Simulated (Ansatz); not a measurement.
Species: SnCl, charge 1, singlet. SnCl+ (SMILES [Cl][Sn+]).
B3LYP-D3(BJ)/def2-TZVP minimum from Ansatz (a quantum-chemistry and plane-wave program):
```
Sn
Cl 1 2.2799
```
Charge +1, spin multiplicity 1.

Total energies in def2-QZVPP, 10 correlated electrons, 14 frozen orbitals. UHF or UKS for unpaired electrons; spin-orbit terms are left out. Correlated methods leave the cores frozen (noble-gas shells, and filled d and f shells in the p block). Past Kr the def2 sets carry scalar-relativistic core potentials. Spin-orbit terms, left out, reach several kcal/mol for Br and I, and more for heavier atoms. The spin of ClSn+ ([Cl][Sn+], singlet) was assumed, and the state is the lowest solution found for it.

| method | program | energy (Eh) | minus CCSDT(Q) (mEh) |
|---|---|---|---|
| HF | Ansatz | -672.68188 | 302.49 |
| MP2 | Ansatz | -672.94780 | 36.57 |
| CCSD | Ansatz | -672.96854 | 15.83 |
| CCSD(T) | Ansatz | -672.98279 | 1.58 |
| CCSDT(Q) | Ansatz | -672.98437 | 0.00 |

Rough core times of Ansatz's runs on a shared machine: CCSD(T) under 20 s, CCSDT(Q) 9 min.
